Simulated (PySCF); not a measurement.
Does the structure fit the spectrum?

A compound C$_{6}$H$_{8}$OSi gives the data below (simulated from a calculation) and was assigned the structure `C#C[C@@H]1C(=O)[SiH2][C@@H]1C`.

¹³C{¹H} NMR (computed): δ 212.1 (CH), 86.3 (C), 76.2 (CH), 26.4 (C), 22.5 (CH2), 15.1 (CH).

¹H NMR (600 MHz, computed): δ 9.53 (s, 1H), 3.82 (s, 3H), 1.99 (m, 1H), 1.61 (m, 1H), 1.50 (d, 1H), 1.33 (m, 1H).

Theory: structure optimised with GFN2-xTB, GIAO PBE0/pcSseg-1 shieldings, in PySCF 2.14.0 with density-fitted response routines (relativity neglected, averaged over atoms made equivalent by symmetry, fast rotation or ring inversion, one conformer, in vacuum).

δ = σ(ref) − σ, references computed at the same level: TMS for ¹H (σref 31.72) and ¹³C (σref 186.93).

Question: Compare with the shifts computed for the proposed structure, pairing carbons in order of shift.

Answer: Atom-mapped SMILES (the numbers label the heavy atoms): `[CH:1]#[C:2][C@@H:3]1[C:4](=[O:5])[SiH2:6][C@@H:7]1[CH3:8]`; H(Xn) means a hydrogen on atom n.

| atom | computed for proposal | given list | difference |
| --- | --- | --- | --- |
| C4 | 233.1 | 212.1 | +21.0 |
| C1 | 87.4 | 86.3 | +1.1 |
| C2 | 81.7 | 76.2 | +5.5 |
| C3 | 63.0 | 26.4 | +36.6 |
| C7 | 18.6 | 22.5 | -3.9 |
| C8 | 17.2 | 15.1 | +2.1 |

The rms difference is 17.4 ppm and the largest +36.6 ppm at C3 (sp3 CH α to a carbonyl). The carbon types in order of shift don't match either: C, CH, C, CH, CH, CH3 for the proposal against CH, C, CH, C, CH2, CH in the data. The proposal doesn't fit.

Question: Which isomer fits?

Answer: SMILES C#C[C@@H]1C[C@]1([SiH3])C=O.

1. Carbon types of the structure: 2 × C, 3 × CH, 1 × CH2, leaving 3 H on heteroatoms.
2. δC 212.1: aldehyde carbonyl carbon; low-lying n→π* states of the double bond to the heteroatom give a large paramagnetic term (-273 ppm).
3. δC 86.3: alkyne carbon; sp carbons lie upfield of alkene carbons because the cylindrical π system leaves one tensor component strongly shielded.
4. δC 76.2: terminal alkyne carbon; sp carbons lie upfield of alkene carbons because the cylindrical π system leaves one tensor component strongly shielded.
5. δH 9.53: hydrogen on an aldehyde carbonyl carbon; the formyl region, downfield of aromatic protons.

Other isomers checked: [SiH3]O[C@@]12C=C[C@H]3[C@@H]1[C@H]32 (rms 40.9 ppm); C=C1CC(=C=O)[Si@@H]1C (rms 41.3 ppm).

The data come from this structure; uniqueness wasn't tested.

Shifts are as computed. Against solution values, carbons near 30 ppm lie about +3 ppm off and those near 130 ppm about +5 ppm. Of 1309 compounds with measured shifts, 239 miss one by over three times the rms of a fit or turn the order of signals round; such compounds aren't used in these exercises. Multiplicities follow the n + 1 count of equivalent neighbours, as no J values were calculated; m marks all less simple cases, F and P coupling included.
